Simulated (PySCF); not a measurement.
disilanyl(ethenyl)silane (C2H10Si3), SMILES C=C[SiH2][SiH2][SiH3]. Coordinates come from a PBE-D3(BJ)/def2-SVP optimisation. The values are those of a single conformer.

Computed equilibrium geometry at PBE-D3(BJ)/def2-SVP (PySCF confirms it by a frequency run) as bond lengths and angles (one conformer of several):
Atoms: C1 C2 Si3 Si4 Si5 H6 H7 H8 H9 H10 H11 H12 H13 H14 H15. Bond lengths (Å): C1–C2 1.349, C1–H6 1.104, C1–H7 1.104, C2–Si3 1.880, C2–H8 1.107, Si3–Si4 2.358, Si3–H9 1.508, Si3–H10 1.507, Si4–Si5 2.353, Si4–H11 1.509, Si4–H12 1.508, Si5–H13 1.507, Si5–H14 1.505, Si5–H15 1.506. Bond angles (°): C2–C1–H6 121.8, C2–C1–H7 122.0, H6–C1–H7 116.2, C1–C2–Si3 123.8, C1–C2–H8 118.3, Si3–C2–H8 117.9, C2–Si3–Si4 108.4, C2–Si3–H9 111.2, C2–Si3–H10 109.0, Si4–Si3–H9 110.5, Si4–Si3–H10 108.6, H9–Si3–H10 109.1, Si3–Si4–Si5 107.8, Si3–Si4–H11 110.2, Si3–Si4–H12 111.1, Si5–Si4–H11 109.3, Si5–Si4–H12 110.3, H11–Si4–H12 108.1, Si4–Si5–H13 109.6, Si4–Si5–H14 109.7, Si4–Si5–H15 111.8, H13–Si5–H14 108.4, H13–Si5–H15 108.5, H14–Si5–H15 108.7.
Charge 0, spin multiplicity 1.
